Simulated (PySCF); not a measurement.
**MS cations for M along the fifth-period p block**

MP2 with double-zeta basis sets in PySCF, for the lowest determinant that a PBE0 search found; no spin–orbit coupling. De refers to high-spin ground-configuration atoms (the charge goes to the atom of lower measured ionisation energy or higher electron affinity, which is not always the lowest computed limit).

| M | basis | reference, frozen orbitals | charged atom | state (unpaired electrons) | Re (Å) | ωe (cm⁻¹) | De (eV) |
| --- | --- | --- | --- | --- | --- | --- | --- |
| In | def2-SVPD | UHF, 9 | In+ | triplet (π ↑↑) | 3.226 | 112 | 0.44 |
| Sn | def2-SVP | UHF, 9 | Sn+ | doublet (π ↑) | 2.390 | 397 | 2.60 |
| I | cc-pV(D+d)Z/cc-pVDZ-PP | UHF, 9 | S+ | triplet (π ↑↑) | 2.218 | 536 | 2.66 |

The shortest bond is that of SI⁺ (2.218 Å), the longest that of InS⁺ (3.226 Å).

The rows differ in basis set, which adds steps of its own.

The state changes along the series, so neighbouring rows are not always alike in their bonding.

Correlated steps freeze 9 core orbitals. Weak bonds: InS⁺. Basis-set superposition, not corrected here, can be much of De in a small basis, most of all at correlated wavefunction levels. These are scalar-relativistic numbers at best; spin–orbit coupling would shift them, the dissociation energy most. For an ion De counts to the pair picked by the measured ionisation energies or electron affinities, which need not be the lowest pair at this level. States were picked by a PBE0 search and need not be the measured ground states.
